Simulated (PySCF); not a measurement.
Species: C3H14NOPSi2.
SMILES with atom numbers: `[CH3:1][CH2:2][P@@:3]([CH3:4])(=[O:5])[N:6]([SiH3:7])[SiH3:8]` (hydrogens: H9, H10, H11 on C1; H12, H13 on C2; H14, H15, H16 on C4; H17, H18, H19 on Si7; H20, H21, H22 on Si8)

Computed by this run: PySCF 2.14.0, PBE0-D3(BJ)/def2-SVP geometry optimisation, gas phase; density fitting, grid level 1; the optimiser is geomeTRIC in internal coordinates, started from a GFN2-xTB structure with every atom displaced at random (about 0.01 Å).

Step 0: E = -31891.8854 eV
```
atom  x, y, z in Å  |  force x, y, z in eV/Å
C1     -1.5846   -1.7624    1.3856   -1.730   1.807  -0.008
C2     -1.2584   -0.8373    0.2114    0.455   0.071   1.081
P3     -0.1005    0.4494    0.8063    1.023  -0.688  -3.125
C4      0.2907    1.5428   -0.6294   -2.002  -0.128   1.255
O5     -0.6046    1.1967    1.9491   -0.907   1.281   2.381
N6      1.3616   -0.3301    1.1480   -0.359  -0.053  -0.265
Si7     1.9574   -0.0138    2.7733   -0.763   0.333  -0.268
Si8     2.0577   -1.4709    0.0226   -1.120  -0.105   0.503
H9     -1.9911   -1.1279    2.2215    0.330  -0.530  -0.484
H10    -2.3632   -2.4739    1.1108   -0.133  -0.335  -0.060
H11    -0.7281   -2.2670    1.7424    1.307  -0.858   0.498
H12    -2.1345   -0.2983   -0.1335   -0.526   0.223  -0.187
H13    -0.8562   -1.3879   -0.6262    0.358  -0.317  -0.671
H14     0.5661    0.9994   -1.4993    0.573  -0.630  -1.079
H15    -0.6609    2.0774   -0.8405    0.357  -0.042  -0.003
H16     1.0267    2.2618   -0.3168    0.656   0.468   0.169
H17     2.1690    1.4341    2.9137    0.153   0.308   0.260
H18     3.2045   -0.7394    2.8299    0.911  -0.460   0.154
H19     1.0075   -0.5558    3.7581   -0.089  -0.057   0.386
H20     3.4551   -1.4538    0.2730    1.508  -0.194   0.104
H21     1.4549   -2.8112    0.2439    0.078  -0.272  -0.068
H22     1.7527   -1.0692   -1.3496   -0.080   0.178  -0.574
```

Step 1: E = -31892.2363 eV
```
atom  x, y, z in Å  |  force x, y, z in eV/Å
C1     -1.6395   -1.7368    1.3831    0.413  -0.271   0.161
C2     -1.2591   -0.8016    0.2483   -0.064   0.075  -0.236
P3     -0.0929    0.4953    0.7725   -0.442  -0.076   0.317
C4      0.1564    1.5468   -0.6723    0.432  -0.022  -0.171
O5     -0.5489    1.2451    1.9945    0.238  -0.127  -0.165
N6      1.3673   -0.3021    1.1143    0.140  -0.041   0.052
Si7     1.9410   -0.0112    2.7762    0.003   0.029   0.116
Si8     2.1210   -1.4860    0.0551    0.172   0.052  -0.131
H9     -2.0031   -1.1675    2.2469   -0.063   0.093   0.046
H10    -2.4212   -2.4436    1.0719   -0.016  -0.011  -0.010
H11    -0.7659   -2.3304    1.7328   -0.274   0.198  -0.162
H12    -2.1467   -0.2567   -0.1246    0.059  -0.063   0.014
H13    -0.8382   -1.3451   -0.6212   -0.048   0.046   0.109
H14     0.4443    0.9734   -1.5745   -0.025   0.136   0.232
H15    -0.7673    2.1037   -0.8733   -0.079   0.013   0.033
H16     0.9550    2.2652   -0.4138   -0.126  -0.087  -0.115
H17     2.2708    1.4172    3.0296    0.001   0.005  -0.054
H18     3.2073   -0.8129    2.8688   -0.079   0.032  -0.058
H19     1.0071   -0.5199    3.8172   -0.023  -0.025  -0.035
H20     3.5917   -1.5803    0.3225   -0.156   0.091   0.003
H21     1.5459   -2.8595    0.1939   -0.072   0.023   0.035
H22     1.8967   -1.0302   -1.3535    0.010  -0.070   0.017
```

Step 2: E = -31892.2574 eV
```
atom  x, y, z in Å  |  force x, y, z in eV/Å
C1     -1.6342   -1.7373    1.3894    0.084  -0.064   0.111
C2     -1.2759   -0.7989    0.2498   -0.047   0.086  -0.092
P3     -0.0941    0.4794    0.7801   -0.055  -0.008  -0.053
C4      0.1813    1.5435   -0.6546    0.032   0.021  -0.016
O5     -0.5096    1.2212    2.0176    0.050  -0.052  -0.032
N6      1.3698   -0.3178    1.0975   -0.008  -0.060  -0.005
Si7     1.9120   -0.0025    2.7635   -0.007   0.048   0.113
Si8     2.1341   -1.4908    0.0359    0.029   0.031   0.018
H9     -1.9851   -1.1627    2.2594   -0.014  -0.006  -0.023
H10    -2.4216   -2.4445    1.0914   -0.007   0.007   0.001
H11    -0.7587   -2.3242    1.7137   -0.047   0.038  -0.031
H12    -2.1657   -0.2521   -0.1076    0.001  -0.016   0.005
H13    -0.8696   -1.3391   -0.6241    0.018   0.012   0.023
H14     0.4612    0.9762   -1.5544   -0.004   0.000   0.031
H15    -0.7398    2.1120   -0.8463   -0.008   0.004  -0.023
H16     0.9853    2.2501   -0.4015   -0.022  -0.011   0.000
H17     2.2188    1.4346    2.9946    0.030  -0.013  -0.010
H18     3.1822   -0.7878    2.8669    0.009  -0.008  -0.008
H19     0.9647   -0.5189    3.7883    0.020  -0.025  -0.005
H20     3.5977   -1.5445    0.3104   -0.018   0.031  -0.005
H21     1.5667   -2.8648    0.2044   -0.024   0.003  -0.001
H22     1.9021   -1.0684   -1.3796   -0.011  -0.018   0.000
```

Task: Estimate the geometry and energy of step 3. (The exact step hangs on the optimiser's Hessian estimate; all steps are aligned on step 2, rigid shifts and turns removed.)

Result: E = -31892.2593 eV, largest force 0.112 eV/Å
```
atom  x, y, z in Å  |  force x, y, z in eV/Å
C1     -1.6341   -1.7356    1.3857   -0.039   0.016   0.016
C2     -1.2822   -0.7995    0.2394   -0.019   0.021  -0.006
P3     -0.1058    0.4788    0.7764    0.078   0.070   0.039
C4      0.1866    1.5405   -0.6581   -0.060   0.017   0.027
O5     -0.5240    1.2193    2.0123   -0.026   0.010   0.024
N6      1.3581   -0.3133    1.1104   -0.013  -0.056  -0.019
Si7     1.9231   -0.0074    2.7741   -0.051   0.015  -0.046
Si8     2.1221   -1.4794    0.0443    0.014  -0.020   0.026
H9     -1.9950   -1.1576    2.2495    0.002  -0.012  -0.018
H10    -2.4145   -2.4517    1.0900   -0.001   0.005  -0.001
H11    -0.7553   -2.3093    1.7125    0.039  -0.020   0.016
H12    -2.1739   -0.2618   -0.1246   -0.005   0.003   0.006
H13    -0.8653   -1.3401   -0.6278    0.015  -0.013  -0.010
H14     0.4793    0.9682   -1.5482    0.008  -0.025  -0.033
H15    -0.7335    2.1063   -0.8666    0.013  -0.013  -0.017
H16     0.9848    2.2492   -0.3996    0.015   0.018   0.023
H17     2.2446    1.4257    3.0077    0.000   0.000   0.001
H18     3.1919   -0.7983    2.8446    0.011  -0.005   0.012
H19     0.9946   -0.5356    3.8094   -0.004   0.001  -0.003
H20     3.5857   -1.5105    0.3091    0.027  -0.002  -0.019
H21     1.5613   -2.8549    0.2260    0.007  -0.006  -0.010
H22     1.8730   -1.0704   -1.3717   -0.011  -0.004  -0.007
```

The energy changes by -0.0019 eV. The first-order estimate −F·Δx gives -0.0071 eV and the mean of the old and new forces, exact on a quadratic surface, -0.0020 eV. The step makes an angle of 76° with the force vector and moves no atom by more than 0.040 Å.

What follows is the cost of the whole optimisation. Hardware: an Arm Neoverse V2 with one thread, no GPU, shared host. Cost: 5.7 min, 0.91 GiB resident at most.
